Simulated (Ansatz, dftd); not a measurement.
System: BN₂H₄F, charge 0, singlet. BN2H4F (SMILES FB(N)N).
B3LYP-D3(BJ)/def2-TZVP minimum from Ansatz (a quantum-chemistry and plane-wave program):
```
B
F 1 1.3555
N 1 1.4116 2 117.60
H 3 1.0033 1 124.27 2 180.00
H 3 1.0042 4 114.36 1 180.00
N 1 1.4116 2 117.60 3 180.00
H 6 1.0033 1 124.27 2 -180.00
H 6 1.0042 7 114.36 1 180.00
```
Charge 0, spin multiplicity 1.

Property: atomisation energy (electronic, to ground-state atoms), in kcal/mol. Radicals and triplets start from unrestricted determinants; spin-orbit coupling is neglected. Cores are frozen in correlated methods. Rows without X2C or -DK are non-relativistic. CBS(X,Y): correlation extrapolated as X^-3, Hartree-Fock from the larger set. A bracket is a step between two methods taken in the basis named. The functionals are non-relativistic, so their misses hold any scalar relativity. Double hybrids freeze cores in their MP2 part. '+ core + X2C': CCSD(T) terms for core correlation (cc-pwCVTZ) and scalar relativity (cc-pVTZ-DK). For partners of very few electrons the exact lower level stands in for a higher one.

Compared with CCSD(T)/CBS(cc-pVTZ,cc-pVQZ) + [CCSDT(Q) - CCSD(T)]/cc-pVDZ + core + X2C (Ansatz): 765.7 kcal/mol.

Problem. Rank these levels by how close they come to it, closest first: B2GP-PLYP-D3(BJ)/def2-TZVPD (Ansatz + dftd3); r2SCAN-D4/def2-TZVPD (Ansatz + dftd4); PBE-D4/def2-TZVPD (Ansatz + dftd4); MP2/CBS(cc-pVTZ,cc-pVQZ) (Ansatz).

Solution. r2SCAN-D4/def2-TZVPD (762.7 kcal/mol, difference -3.0), B2GP-PLYP-D3(BJ)/def2-TZVPD (756.9 kcal/mol, difference -8.8), MP2/CBS(cc-pVTZ,cc-pVQZ) (780.9 kcal/mol, difference 15.2), PBE-D4/def2-TZVPD (784.1 kcal/mol, difference 18.4)
